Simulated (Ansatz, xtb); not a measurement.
**ClGeOSi+: which of two structures lies lower**

Structure X is a singlet given by its coordinates and structure Y is a singlet given by its coordinates. Both are isolated ions in the gas phase, relaxed with B3LYP-D3(BJ)/def2-SVP.

X (Å):

```yaml
atoms:
  - { symbol: Cl, position_ang: [-2.2237, -2.6171, 1.3300] }
  - { symbol: Ge, position_ang: [0.9247, -3.8890, -1.3042] }
  - { symbol: O, position_ang: [0.2891, -3.5230, 0.2211] }
  - { symbol: Si, position_ang: [-0.3104, -3.1543, 1.8816] }
```

Close contacts (Å): Cl1–Si4 2.06, Ge2–O3 1.69, O3–Si4 1.80.

Y (Å):

```xyz
4

Cl   -1.4822    0.7198   -1.4675
Ge   -0.2250    1.6880   -0.0097
O     0.5137   -0.0275    0.6992
Si    1.0504   -1.4074    1.2055
```

Close contacts (Å): Cl1–Ge2 2.15, Ge2–O3 2.00, O3–Si4 1.56.

Quicker runs give these differences E(Y) − E(X): GFN2-xTB −1.344 eV; HF/STO-3G +0.481 eV (at GFN2-xTB geometries); r2SCAN-D4/def2-SVP −0.351 eV (at GFN2-xTB geometries).

Task: Which of the two would you expect CCSD(T)/def2-TZVPP electronic energies to favour?

Result: Structure Y; the calculation gives E(Y) − E(X) = −0.355 eV.

Level by level:

| level | geometry | E(Y) − E(X) (eV) | departure from the last row (eV) | job, with rough time for the two |
| --- | --- | --- | --- | --- |
| GFN2-xTB | GFN2-xTB | −1.344 | −0.989 | optimisation, 0.21 s |
| HF/STO-3G | GFN2-xTB | +0.481 | +0.835 | single point, 0.3 s |
| r2SCAN-D4/def2-SVP | GFN2-xTB | −0.351 | +0.004 | single point, 1.5 s |
| B3LYP-D3(BJ)/def2-SVP | B3LYP-D3(BJ)/def2-SVP | −0.319 | +0.036 | optimisation, 12 s |
| HF/def2-TZVPP | B3LYP-D3(BJ)/def2-SVP | −0.401 | −0.046 | part of the CCSD(T) run |
| MP2/def2-TZVPP | B3LYP-D3(BJ)/def2-SVP | −0.355 | −0.001 | part of the CCSD(T) run |
| CCSD(T)/def2-TZVPP | B3LYP-D3(BJ)/def2-SVP | −0.355 |  | single point, 28 s |

HF/STO-3G puts the two in the other order. The largest departure from CCSD(T)/def2-TZVPP is that of GFN2-xTB, 0.989 eV.

With harmonic frequencies from B3LYP-D3(BJ)/def2-SVP (ideal gas, rigid rotor, one conformer each, 298.15 K, 1 atm): on the last row, ΔE + ΔZPE = −0.358, ΔH = −0.352, ΔG = −0.361 eV.

The correlated steps freeze 20 core orbitals; the filled d shell of Ge is correlated, in a basis made for valence electrons. Programs: Ansatz 0.2.0, xtb 6.7.1; the last row on 2 threads of Intel(R) Xeon(R) 6975P-C (Granite Rapids) on a shared host.
